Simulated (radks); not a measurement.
Problem. Dy2.8+, configuration [Xe] 4f(up 7, down 2.2) (fractional occupations, a model configuration). All-electron calculation, scalar-relativistic Kohn-Sham, PBE, spin-polarised, spherical densities, finite nucleus; Fermi nuclear charge, rms radius 5.2218 fm. Program: a radial shooting solver on a logarithmic mesh with Libxc functionals. Some entries of the table are withheld. Estimate them.

orbital,occ.,eigenvalue (eV),<r^2> (bohr^2)
1s up,1,-53678.58,0.0006095
1s down,1,-53678.58,0.0006095
2s up,1,-8962.681,0.009521
2s down,1,-8962.639,0.009521
2p up,3,-7956.425,0.007707
2p down,3,-7956.395,0.007707
3s up,1,-2018.321,0.06289
3s down,1,-2016.367,0.06282
3p up,3,-1709.325,0.06318
3p down,3,-1707.377,0.06308
3d up,5,-1311.554,0.05289
3d down,5,-1310.067,0.05278
4s up,1,-423.9148,0.3166
4s down,1,-419.5976,0.3167
4p up,3,-322.0809,0.3580
4p down,3,-317.8147,0.3582
4d up,5,-183.3247,0.4289
4d down,5,-179.1196,0.4303
5s up,1,-75.9827,1.823
5s down,1,-73.8949,1.864
5p up,3,(1),(2)
5p down,3,(3),(4)
4f up,7,-32.4576,0.8436
4f down,2.2,-28.7159,0.9188

Solution. 
(1) 5p up eigenvalue (eV): -51.3059
(2) 5p up <r^2> (bohr^2): 2.481
(3) 5p down eigenvalue (eV): -49.7871
(4) 5p down <r^2> (bohr^2): 2.553
